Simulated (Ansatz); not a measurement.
Consider the redistribution: `[CH3][W](=[S])(=[S])[Cl]` + `C[Si]N(C)C` → `C[N](C)[W]([CH3])(=[S])=[S]` + `C[Si]Cl`.

Computed with Ansatz on PBE0-D4/def2-TZVP structures; ΔE is electronic, products minus reactants. CBS: MP2 limit from def2 TZ/QZ plus the TZ coupled-cluster correction, frozen cores. Functionals use def2-TZVPP. B3LYP here is the variant with VWN-RPA as its local correlation; programs differ in this. HSE06 is defined as in plane-wave codes. def2 core potentials past Kr. For W outer-core shells are correlated without core-valence functions, which leaves a few kJ/mol of doubt a bond. One conformer a species, not always the lowest.

```csv
level,ΔE (kJ/mol)
PBE-D4,6.6
BLYP-D4,5.8
PBE0-D4,5.9
ωB97M-V,2.4
PBE-QIDH,8.8
B3LYP,8.8
HSE06,8.4
CCSD/CBS(def2),0.8
```

Task: What does CCSD(T)/CBS give? (Estimate.)

Result: The calculation gave: +1.8 kJ/mol. The listed levels differ from it by 4.8, 4.0, 4.1, 0.6, 7.0, 7.0, 6.6, -1.0 kJ/mol.

Task: What do rigid-rotor, harmonic-oscillator terms from PBE0-D4/def2-TZVP frequencies (298.15 K, 1 bar) make of the CCSD(T)/CBS value? (Best estimate.)

Result: Computed: ΔZPE = -2.6 kJ/mol, ΔH = +0.8 kJ/mol, ΔS = 14 J/(mol·K), ΔG = -3.3 kJ/mol.

Largest T1 diagnostic among the species: 0.022, so the coupled-cluster value is less sure than usual.

Leaving LDA and LC-ωPBE aside and taking each functional with its dispersion term where it has one, the values, not all of them listed here, spread over 7.4 kJ/mol, from ωB97X-V to r2SCAN-D4. LDA lies +3.5 kJ/mol from PBE without D4. The D4 term adds −3.4 kJ/mol with B3LYP and −2.5 kJ/mol with PBE0; it sums over pairs of atoms, weighted by their polarisabilities, and B3LYP, whose exchange is more repulsive, gets the larger term.
